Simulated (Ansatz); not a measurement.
`NB(F)Br` + `C=N` → `C=NB(F)Br` + NH₃ at 600 K and 1 bar (ligand exchange at a B–N bond).

Gas-phase electronic energies from Ansatz, PBE0-D4/def2-TZVP geometries. CBS: MP2 limit from def2 TZ/QZ plus the TZ coupled-cluster correction, frozen cores. This one scheme is used for every species. For Br outer-core shells are correlated without core-valence functions, which leaves a few kJ/mol of doubt a bond. Scalar relativity is left out up to krypton. Each species was taken in one conformer, which may not be the lowest.

```
    species  CCSD(T)/CBS energy (Eh)  H − E (kJ/mol)  S (J/(mol·K))
  `NB(F)Br`              -2753.96125           131.5          358.1
      `C=N`                -94.52360           129.6          259.4
`C=NB(F)Br`              -2791.95772           147.9          397.3
        NH₃                -56.50880           112.4          219.5
```

H − E and S are ideal-gas, rigid-rotor, harmonic terms from PBE0-D4/def2-TZVP, for one conformer and one mirror image of each species. 1 Eh = 2625.50 kJ/mol, R = 8.31446 J/(mol·K).

Question: By hand: ΔE, ΔH, ΔS and ΔG.

Answer: ΔE = (-2791.95772) + (-56.50880) − (-2753.96125) − (-94.52360) = 0.01833 Eh = 48.1 kJ/mol. Δ(H − E) = 147.9 + 112.4 − 131.5 − 129.6 = -0.8, so ΔH = 47.3 kJ/mol. ΔS = 397.3 + 219.5 − 358.1 − 259.4 = -0.7 J/(mol·K). ΔG = 47.3 − 600 × (-0.7)/1000 = 47.7 kJ/mol.

Question: By hand: the equilibrium constant, and the temperature at which ΔG would vanish if ΔH and ΔS stayed fixed.

Answer: log₁₀ K = −ΔG/(RT ln 10) = -4.2. ΔH and −TΔS have one sign here, so there is no such temperature.

The number of gas molecules stays the same, so ΔS is small and ΔH decides. A doubt of 5 kJ/mol in ΔE shifts log₁₀ K by 0.4 here. Other conformers and mirror images would add mixing entropy, several J/(mol·K) or more a flexible species. These are equilibria of isolated gas molecules and say nothing of rates. Largest T1 diagnostic: 0.012 (customary marks: 0.02 for closed shells, 0.045 for open ones).

ΔS is within the doubt of such terms, so its sign, and with it that verdict, could turn.
